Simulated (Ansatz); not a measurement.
The same path of BH4NO2 + H2 (10 atoms, charge 0, multiplicity 1) was run 3 times with different band settings. Lost on the way: B1–O2, H9–H10. Made: B1–H9, O2–H10.

These are results of Ansatz 0.2.0, RHF/def2-SVP, not measurements.

Relaxed end points:

```xyz
10
Properties=species:S:1:pos:R:3
B -0.278 -0.503 -0.344
O -0.139 -0.120 0.964
H -0.942 0.019 1.436
O 0.852 -0.722 -1.069
H 1.640 -0.582 -0.568
N -1.534 -0.680 -0.967
H -2.415 -0.549 -0.519
H -1.599 -0.963 -1.922
H 0.746 3.053 2.264
H 0.677 2.377 1.951
```

```xyz
10
Properties=species:S:1:pos:R:3
B -0.400 0.502 -0.632
O 0.207 0.195 2.650
H 0.079 1.111 2.841
O 0.848 0.065 -0.281
H 1.047 -0.826 -0.520
N -1.342 -0.306 -1.284
H -1.206 -1.268 -1.514
H -2.254 0.032 -1.510
H -0.673 1.639 -0.366
H 0.703 0.185 1.841
```

Common settings: movable images 5; climbing image yes; spring 5.0 eV/Å²; force threshold 0.05 eV/Å; iteration limit 60; end points relaxed.

| run | optimiser | start path | largest step |
| --- | --- | --- | --- |
| 1 | quadratic models (default) | through a guess of the saddle point | default |
| 2 | lbfgs | through a guess of the saddle point | 0.5 Å |
| 3 | quadratic models (default) | straight line | default |

Q: What does each run give, and how far can it be trusted?

A: Run 1: converged after 39 iterations, highest image 3.268 eV above the first end. Beside the main top the profile has a ripple of under 15 meV (maxima at images 1, 4), which may be a very shallow well or noise. Neighbouring images differ by up to 3.1 eV, so the band resolves the path poorly. A vibrational analysis at the climbing image gives one clearly imaginary mode, 1909i cm⁻¹: a first-order saddle point.
Run 2: not converged after 60 iterations, highest image 3.498 eV above the first end. The band didn't meet its force threshold, so its energies are provisional: the largest band force was still 1.46 eV/Å, and over the last iterations the top moved between 3.50 and 3.89 eV. Neighbouring images lie up to 1.6 Å apart, so the band is torn or far too coarse.
Run 3: not converged after 60 iterations, highest image 3.268 eV above the first end. The band didn't meet its force threshold, so its energies are provisional: the largest band force was still 0.24 eV/Å, and over the last iterations the top stayed at 3.27 eV. Neighbouring images lie up to 2.1 Å apart, so the band is torn or far too coarse.
The orbitals stay closed-shell, which can raise the energy where a bond breaks towards radicals; this wasn't checked here.
